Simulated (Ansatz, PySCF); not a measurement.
Potential energy curve for SMILES B. The B1–H4 bond (B1 also carries H, H; H4 carries nothing else) is stretched with both fragments frozen at the PBE0/def2-TZVP optimised geometry.

Levels of theory: RKS-B3LYP/6-31G* = PySCF with restricted B3LYP/6-31G*, spherical d; UKS-B3LYP/6-31G* = unrestricted B3LYP/6-31G*, spherical d (PySCF); RHF/6-31G* = restricted Hartree-Fock/6-31G*, spherical d run with PySCF; FCI = Ansatz (a program for electronic structure) with full CI/cc-pVDZ, frozen core.

Energies relative to the lowest point of each curve near equilibrium, in mEh; the last columns give the difference from FCI:

```csv
R / Å,RKS-B3LYP/6-31G*,UKS-B3LYP/6-31G*,RHF/6-31G*,FCI,RKS-B3LYP/6-31G* − FCI,UKS-B3LYP/6-31G* − FCI,RHF/6-31G* − FCI
0.90,67.0,67.0,67.4,73.4,-6.4,-6.4,-6.1
0.97,33.9,33.9,33.7,38.2,-4.3,-4.3,-4.5
1.00,24.0,24.0,23.6,27.5,-3.6,-3.6,-3.9
1.07,8.6,8.6,8.2,10.6,-2.0,-2.0,-2.4
1.12,2.8,2.8,2.5,3.9,-1.1,-1.1,-1.4
1.16,0.5,0.5,0.4,1.0,-0.4,-0.4,-0.6
1.19,0.0,0.0,0.0,0.0,0.0,0.0,0.0
1.24,0.9,0.9,1.2,0.2,0.6,0.6,1.0
1.27,2.3,2.3,2.8,1.3,1.0,1.0,1.5
1.29,3.5,3.5,4.3,2.4,1.2,1.2,1.9
1.38,11.6,11.6,13.2,9.7,1.9,1.9,3.5
1.48,23.7,23.7,26.5,21.2,2.5,2.5,5.3
1.59,39.0,39.0,43.2,36.0,3.0,3.0,7.2
1.76,64.0,64.0,70.9,60.1,3.8,3.8,10.7
1.95,91.2,91.2,101.5,85.8,5.5,5.5,15.7
2.16,118.8,118.8,133.5,110.1,8.7,8.7,23.4
2.39,145.2,143.2,165.5,131.0,14.2,12.2,34.5
2.62,167.5,158.0,194.2,145.9,21.6,12.1,48.3
2.92,191.1,168.5,226.7,158.0,33.1,10.6,68.7
3.22,209.5,173.8,254.3,164.3,45.2,9.6,90.0
3.62,227.7,177.0,284.3,167.9,59.8,9.1,116.4
4.17,243.7,—,314.3,169.4,74.4,—,144.9
```

RKS-B3LYP/6-31G* is furthest from FCI at 4.17 (74.4 mEh, above); its mean absolute difference over the points is 13.4 mEh.

UKS-B3LYP/6-31G* is furthest from FCI at 2.39 (12.2 mEh, above); its mean absolute difference over the points is 4.7 mEh.

RHF/6-31G* is furthest from FCI at 4.17 (144.9 mEh, above); its mean absolute difference over the points is 26.9 mEh.

A dash means that the run gave no value there, or that the column was ended at a point which the program doubted or which failed a test of continuity chosen for this set; such a test can also cut sound points.

The restricted form behind RKS-B3LYP/6-31G*, RHF/6-31G* keeps the bonding electrons paired and can't separate into open-shell fragments. The unrestricted solution behind UKS-B3LYP/6-31G* changes between 3.62 and 4.17 Å, which can leave a kink. The unrestricted determinant behind UKS-B3LYP/6-31G* is spin-contaminated at 2.39 to 3.62 Å (<S²> up to 1.0, against 0.00 for a pure singlet).
